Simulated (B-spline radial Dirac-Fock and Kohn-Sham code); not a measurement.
Model: Dirac-Fock energy differences between relaxed states, corrected for Breit and QED terms. Program: a radial finite-basis atomic code. Free neutral atoms.

Problem. Order these X-ray lines by photon energy, lowest first.
A. La Mζ1
B. Cs Mζ1
C. Ca Lβ4
D. In Mζ1
E. Te Mζ2
F. Fe Lℓ

Solution. D (361.2 eV), C (416.0 eV), E (453.4 eV), B (555.1 eV), F (612.4 eV), A (629.4 eV).

Values without a named source are computed, but for edge energies of neutral atoms, which are taken from tables.
